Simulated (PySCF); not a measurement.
Shapes and spin states of RhOBr

These are results of PySCF, B3LYP, basis Rh def2-SVP with ECP28, O def2-SVP, Br def2-SVP (scalar-relativistic core potentials, no spin–orbit coupling, density fitting), not measurements.

Relaxations began from a few typed shapes and spin states; open shells are unrestricted. The search is not exhaustive: other isomers or separated fragments can lie lower, and high-lying points may rest on an excited occupation.

**Question.** Which is the lowest minimum found?
A. quintet C∞v: Rh–Br 2.423 Å, Rh–O 1.781 Å; Br–Rh–O 180.0°
B. singlet (closed shell, unstable to spin polarisation) Cs: Rh–Br 2.323 Å, Rh–O 1.670 Å; Br–Rh–O 134.3°
C. triplet C∞v: Rh–Br 2.437 Å, Rh–O 1.700 Å; Br–Rh–O 180.0°
D. broken-symmetry Ms = 0 (⟨S²⟩ 1.02) Cs: Rh–Br 2.365 Å, Rh–O 1.677 Å; Br–Rh–O 129.9°
E. triplet Cs: Rh–Br 2.372 Å, Rh–O 1.677 Å; Br–Rh–O 126.4°
F. quintet Cs: Rh–Br 2.423 Å, Rh–O 1.781 Å; Br–Rh–O 175.4°

**Answer.** E. The others lie at 22.9 (broken-symmetry Ms = 0 Cs), 30.2 (triplet C∞v, a saddle point), 35.8 (quintet C∞v), 35.8 (quintet Cs), 66.9 (singlet Cs) kJ/mol above it.

Formally Rh is in oxidation state +3, d6, with 2 unpaired electrons (the high-spin count would be 4). The Mulliken spin on Rh is 1.22. The polar-tensor charge on Rh, 0.96, is far below the formal one.

For the lowest minimum: with open d or f shells other occupations or spin states may lie lower.

The electron or spin density has lower symmetry than the nuclear frame for the quintet C∞v at 35.8 kJ/mol.
